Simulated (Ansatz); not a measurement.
A search over several starts for the lowest SCF solution of the cluster MoPt₃ at the given spin, in a small basis.

```yaml
crystal:
  periodic: [false, false, false]
  atoms:
    - {symbol: Mo, position_ang: [-0.555608, -0.002562, -0.269626]}
    - {symbol: Pt, position_ang: [1.479136, 1.385754, -0.163686]}
    - {symbol: Pt, position_ang: [0.446389, 0.269249, 1.968879]}
    - {symbol: Pt, position_ang: [-1.369918, -1.652431, -1.535567]}
basis:
  gaussian: {orbitals: def2-SVP, initial_orbitals: start.molden}
magnetization: {spin_polarized: true, initial_magnetization: 4}
hamiltonian: {xc: pbe0, dispersion: d4}
output: {orbitals: {seedname: orbitals}}
```

The file start.molden holds the orbitals of an earlier run on this structure, at another level or in another basis.

```sh
$ ansatz run in.yaml --threads 4 --pin off --events-out ev --progress --plain --max-ram 3916MiB
```

Shortened log:

```
Functional definition: PBE0
1305 factors; integrals over basis functions are off by at most 4.2e-4 eV
mean field evaluation 1: about -11595.3108 eV, gradient 5.6e0 eV
mean field evaluation 2: about -11595.5738 eV, gradient 4.8e-1 eV
mean field evaluation 4: about -11595.7918 eV, gradient 4.3e-2 eV
mean field evaluation 8: about -11595.7918 eV, gradient 1.8e-5 eV
mean field evaluation 16: about -11587.5536 eV, gradient 3.8e1 eV
mean field evaluation 32: about -11595.6271 eV, gradient 2.1e0 eV
mean field -11595.79183872 eV, -426.1374901629 hartree, gradient 4.6e-6 eV, S^2 6.112166; 7 other end points of the search recorded, 0 dependent functions left out
reference -11595.79187061 eV, -426.1374913349 hartree; 36, 32 occupied and 91, 95 virtual orbitals, 1305 factors
Total energy: -11596.01310335 eV, -426.1456214880 hartree
```

It took 18 s on 4 threads of Arm Neoverse V2 on a shared host, peak host memory 0.56 GiB.

In the def2 sets Mo, Pt take a core potential; there is no spin–orbit coupling. At PBE0-D4/def2-TZVP a triplet of charge 0 lies 0.52 eV below the quintet, each at its own geometry. The structure comes from a short search, and lower isomers may exist.
